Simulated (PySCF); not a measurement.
# HMo(OH) + 2 F₂ → MoOF₂ + 2 HF

Level: PBE0 in the def2-TZVP basis family, computed in PySCF with density fitting; scalar-relativistic core potentials for atoms from Rb on, none lighter, no spin–orbit coupling; open shells unrestricted.

```csv
species,state and structure,E (Eh),ZPE (kJ/mol),H(298 K) − H(0) (kJ/mol),S° (J/(mol K))
HMo(OH),"quintet, C1, Mo–H 1.721 Å, Mo–O 1.892 Å, O–H 0.962 Å; H–Mo–O 119.3°, H–O–Mo 121.0°",-144.52109,46.8,12.3,279.4
F₂,"singlet, D∞h, F–F 1.376 Å",-199.40856,6.6,8.7,201.9
MoOF₂,"triplet, C2v, Mo–F 1.870 Å (×2), Mo–O 1.652 Å; F–Mo–F 116.2°, F–Mo–O 121.9° (×2)",-343.07760,17.7,15.3,314.9
HF,"singlet, C∞v, H–F 0.920 Å",-100.39188,24.9,8.7,173.6
```

Question: What is the electronic reaction energy?

Answer: At PBE0/def2-TZVP, ΔE = -1373.5 kJ/mol from the differences of the total energies times 2625.5, downhill. 

Question: Add zero-point, thermal and entropy terms for 298.15 K and 1 bar.

Answer: ΔZPE = 7.5 and Δ[H(298) − H(0)] = 3.0 kJ/mol give ΔH° = -1363.0 kJ/mol. ΔS° = -21.1 J/(mol K), so ΔG° = -1363.0 − 298.15 × (-0.0211) = -1357 kJ/mol.

Open d or f shells are single determinants, so the state found may not be the ground state. Each species is the lowest minimum found with this bonding; other isomers or fragments can lie lower.
